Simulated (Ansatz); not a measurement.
(KSH)4 ring (K₄H₄S₄). The state is a singlet with charge 0. Geometry r2SCAN-D4/def2-SVP, basis def2-TZVP, Ansatz.

| atom | x (Å) | y (Å) | z (Å) |
| --- | --- | --- | --- |
| K1 | 1.489 | -2.589 | -2.303 |
| K2 | -3.378 | -1.621 | -0.381 |
| K3 | -1.484 | 2.575 | 2.296 |
| K4 | 3.381 | 1.604 | 0.378 |
| S5 | -1.459 | -3.195 | -2.095 |
| S6 | -3.728 | 0.738 | 1.465 |
| S7 | 1.452 | 3.216 | 2.044 |
| S8 | 3.741 | -0.781 | -1.433 |
| H9 | -1.849 | -2.739 | -3.308 |
| H10 | -4.376 | 1.570 | 0.618 |
| H11 | 1.863 | 2.836 | 3.275 |
| H12 | 4.346 | -1.615 | -0.556 |

| run | HOMO (eV) | LUMO (eV) |
| --- | --- | --- |
| A | -5.64 | -0.84 |
| B | -8.24 | 0.43 |
| C | -4.72 | -0.83 |
| D | -4.51 | -1.36 |

Another isomer (singlet) lies 1.14 eV lower at PBE0-D4/def2-TZVP; other spin states weren't run for this one.

The runs used HF, PBE, PBE0, r2SCAN. Estimate which is which.

A PBE0 (25 % exact exchange); B HF (100 % exact exchange); C r2SCAN (0 % exact exchange); D PBE (0 % exact exchange). Exact exchange lowers occupied and raises empty levels; among semilocal functionals meta-GGAs tend to open the gap a little, and such runs are hard to tell apart. The gap grows from 3.15 eV (PBE) to 8.67 eV (HF).
